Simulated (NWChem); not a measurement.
All runs are NWChem calculations. System: hexafluoroacetone (C3F6O), charge 0, spin multiplicity 1, at a geometry optimised with B3LYP/def2-SVP. Level: MP2/def2-SVP, 10 core orbitals frozen.

Job file:

```
start mol
memory heap 200 mb stack 900 mb global 1100 mb
geometry units angstroms nocenter noautoz
  O      0.000000     0.000000     1.912306
  C      0.000000     0.000000     0.718988
  C     -0.081573     1.319901    -0.097569
  F     -0.532480     2.303599     0.667863
  F      1.136581     1.640733    -0.545682
  F     -0.897875     1.172691    -1.146711
  C      0.081573    -1.319901    -0.097569
  F     -1.136581    -1.640733    -0.545682
  F      0.532480    -2.303599     0.667863
  F      0.897875    -1.172691    -1.146711
  symmetry group C2
end
basis spherical
  * library def2-svp
end
scf
  rhf
  nopen 0
  maxiter 100
  thresh 1e-7
  semidirect memsize 60000000 filesize 0
end
mp2
  freeze core 10
end
task mp2 energy
```

Output (cleaned and shortened):

```
             Northwest Computational Chemistry Package (NWChem) 7.3.0
             --------------------------------------------------------

                                NWChem Input Module
                                -------------------

 Scaling coordinates for geometry "geometry" by  1.889725989
 (inverse scale =  0.529177249)

 Turning off AUTOSYM since
 SYMMETRY directive was detected!

                             Geometry "geometry" -> ""
                             -------------------------

 Output coordinates in angstroms (scale by  1.889725989 to convert to a.u.)

  No.       Tag          Charge          X              Y              Z
 ---- ---------------- ---------- -------------- -------------- --------------
    1 O                    8.0000     0.00000000     0.00000000     1.91230600
    2 C                    6.0000     0.00000000     0.00000000     0.71898800
    3 C                    6.0000    -0.08157300     1.31990100    -0.09756900
    4 F                    9.0000    -0.53248000     2.30359900     0.66786300
    5 F                    9.0000     1.13658100     1.64073300    -0.54568200
    6 F                    9.0000    -0.89787500     1.17269100    -1.14671100
    7 C                    6.0000     0.08157300    -1.31990100    -0.09756900
    8 F                    9.0000    -1.13658100    -1.64073300    -0.54568200
    9 F                    9.0000     0.53248000    -2.30359900     0.66786300
   10 F                    9.0000     0.89787500    -1.17269100    -1.14671100

 Effective nuclear repulsion energy (a.u.)     626.8344791351

            Nuclear Dipole moment (a.u.)
            ----------------------------
        X                 Y               Z
 ---------------- ---------------- ----------------
     0.0000000000     0.0000000000     0.0000151178

      Symmetry information
      --------------------

 Group name             C2
 Group number              4
 Group order               2
 No. of unique centers     6

      Symmetry unique atoms

     1    2    3    4    5    6


 Summary of "ao basis" -> "" (spherical)
 ------------------------------------------------------------------------------
       Tag                 Description            Shells   Functions and Types
 ---------------- ------------------------------  ------  ---------------------
 *                          def2-svp                  on all atoms

 Summary of "ao basis" -> "ao basis" (spherical)
 ------------------------------------------------------------------------------
       Tag                 Description            Shells   Functions and Types
 ---------------- ------------------------------  ------  ---------------------
 O                          def2-svp                 6       14   3s2p1d
 C                          def2-svp                 6       14   3s2p1d
 F                          def2-svp                 6       14   3s2p1d

                                 NWChem SCF Module
                                 -----------------

  ao basis        = "ao basis"
  functions       =   140
  atoms           =    10
  closed shells   =    40
  open shells     =     0
  charge          =   0.00
  wavefunction    = RHF
  use symmetry    = T
  symmetry adapt  = T

 Summary of "ao basis" -> "ao basis" (spherical)
 ------------------------------------------------------------------------------
       Tag                 Description            Shells   Functions and Types
 ---------------- ------------------------------  ------  ---------------------
[...]
   Bfn.  Coefficient  Atom+Function         Bfn.  Coefficient  Atom+Function
  ----- ------------  ---------------      ----- ------------  ---------------
     3      0.942894   1 O  s                23     -0.889339   2 C  pz
    17     -0.530119   2 C  s                37     -0.459664   3 C  pz
    93     -0.459664   7 C  pz               45      0.354131   4 F  s
   115      0.354131   9 F  s                 9     -0.342893   1 O  pz
    34     -0.295928   3 C  pz               90     -0.295928   7 C  pz

 Vector   43  Occ=0.000000D+00  E= 2.975386D-01  Symmetry=a
              MO Center= -1.3D-15,  3.7D-15,  3.0D-01, r^2= 3.7D+00
   Bfn.  Coefficient  Atom+Function         Bfn.  Coefficient  Atom+Function
  ----- ------------  ---------------      ----- ------------  ---------------
    17      3.587434   2 C  s                 3     -1.132533   1 O  s
    37     -0.773958   3 C  pz               93     -0.773958   7 C  pz
    36      0.730500   3 C  py               92     -0.730500   7 C  py
    31     -0.630356   3 C  s                87     -0.630356   7 C  s
    35     -0.373524   3 C  px               91      0.373524   7 C  px

 center of mass
 --------------
 x =   0.00000000 y =  -0.00000000 z =  -0.02340165

 moments of inertia (a.u.)
 ------------------
        1932.336342040544          65.501311125677           0.000000000000
          65.501311125677         834.824653063553           0.000000000000
           0.000000000000           0.000000000000        1744.947438240941

  Mulliken analysis of the total density
  --------------------------------------

    Atom       Charge   Shell Charges
 -----------   ------   -------------------------------------------------------
    1 O    8     8.24   1.99  1.10  0.71  2.77  1.64  0.02
    2 C    6     6.00   1.99  0.95  0.26  1.95  0.74  0.11
    3 C    6     5.05   1.99  0.91 -0.06  1.77  0.24  0.20
    4 F    9     9.26   1.99  1.13  0.80  3.34  2.00  0.01
    5 F    9     9.28   1.99  1.13  0.80  3.34  2.01  0.01
    6 F    9     9.28   1.99  1.13  0.80  3.34  2.01  0.01
    7 C    6     5.05   1.99  0.91 -0.06  1.77  0.24  0.20
    8 F    9     9.28   1.99  1.13  0.80  3.34  2.01  0.01
    9 F    9     9.26   1.99  1.13  0.80  3.34  2.00  0.01
   10 F    9     9.28   1.99  1.13  0.80  3.34  2.01  0.01

       Multipole analysis of the density wrt the origin
       ------------------------------------------------

     L   x y z        total         open         nuclear
     -   - - -        -----         ----         -------
     0   0 0 0     -0.000000      0.000000     80.000000

     1   1 0 0      0.000000      0.000000      0.000000
     1   0 1 0      0.000000      0.000000      0.000000
     1   0 0 1     -0.164774      0.000000      0.000015

     2   2 0 0    -38.816062      0.000000    153.367945
     2   1 1 0      0.023529      0.000000    -31.272018
     2   1 0 1      0.000000      0.000000      0.000000
     2   0 2 0    -40.777648      0.000000    677.193979
     2   0 1 1     -0.000000      0.000000      0.000000
     2   0 0 2    -42.548170      0.000000    248.291888

                   NWChem MP2 Semi-direct Energy/Gradient Module
                   ---------------------------------------------

  Basis functions       =    140
  Molecular orbitals    =    140
  Frozen core           =     10
  Frozen virtuals       =      0
  Active alpha occupied =     30
  Active beta occupied  =     30
  Active alpha virtual  =    100
  Active beta virtual   =    100
  Use MO symmetry       = T
  Use skeleton AO sym   = T

  AO/Fock/Back tols     =   1.0D-09  1.0D-09  1.0D-09

 GA uses MA = F    GA memory limited = T

 Available:
  local mem=  1.26D+08
 global mem=  1.44D+08
 local disk=  0.00D+00
  mp2_memr nvloc                   100
  nvloc new                   100
   1 passes of  30:        3145728                     116484                  91751965.
   1 passes of  30: M    126126808           G      144140000           F     122981080.

 Semi-direct pass number   1 of   1  for RHF alpha+beta  at        3.5s
  vrange nnbf                  8992
  mp2_eaftype                   350  avail_ma_in_mb                  1099
 EAF : mp2_eaftype filesize         350   45875982.
  mp2_eaf for mointskh                    350
Node 0 wrote    215.8 Mb in      0.2 s     Agg I/O rate:  1014.5 Mb/s
 Done moints_semi at        8.7s
  mp2_eaftype                   350  avail_ma_in_mb                   749
 EAF : mp2_eaftype filesize         350   45875982.
  mp2_eaf for kh                   350
 Done maket at        9.4s
 Done multipass loop at        9.4s

          -------------------------------------------
          SCF energy                -784.459619795232
          Correlation energy          -1.655983783989
          Singlet pairs               -0.965271485419
          Triplet pairs               -0.690712298569
          Total MP2 energy          -786.115603579221
          -------------------------------------------

          ---------------------------------------------------
                    Spin Component Scaled (SCS) MP2
          Same spin pairs                     -0.460474865713
          Same spin scaling factor             0.333333333333
          Opposite spin pairs                 -1.195508918276
          Opposite spin scaling fact.          1.200000000000
          SCS-MP2 correlation energy          -1.588102323835
          Total SCS-MP2 energy              -786.047722119068
          ---------------------------------------------------

 -----------------------
 Performance information
 -----------------------

 Timer overhead =  9.68D-08 seconds/call

               Nr. of calls         CPU time (s)                 Wall time (s)                GFlops
             ---------------    -------------------     ------------------------------   -------------------
Name         Min   Avg   Max    Min     Avg     Max     Min     Avg     Max   Mx/calls   Min     Max     Sum
mp2: moin     1     1     1    5.2     5.2     5.2      5.2     5.2     5.2     5.2      0.0     0.0     0.0
mp2: make     1     1     1   0.65    0.65    0.65     0.65    0.65    0.65    0.65      0.0     0.0     0.0
mp2: tota     1     1     1    5.9     5.9     5.9      5.9     5.9     5.9     5.9      0.0     0.0     0.0

 The average no. of pstat calls per process was 3.00D+00
 with a timing overhead of 2.90D-07s

 Task  times  cpu:        9.4s     wall:        9.4s

 Total times  cpu:        9.4s     wall:        9.4s
```
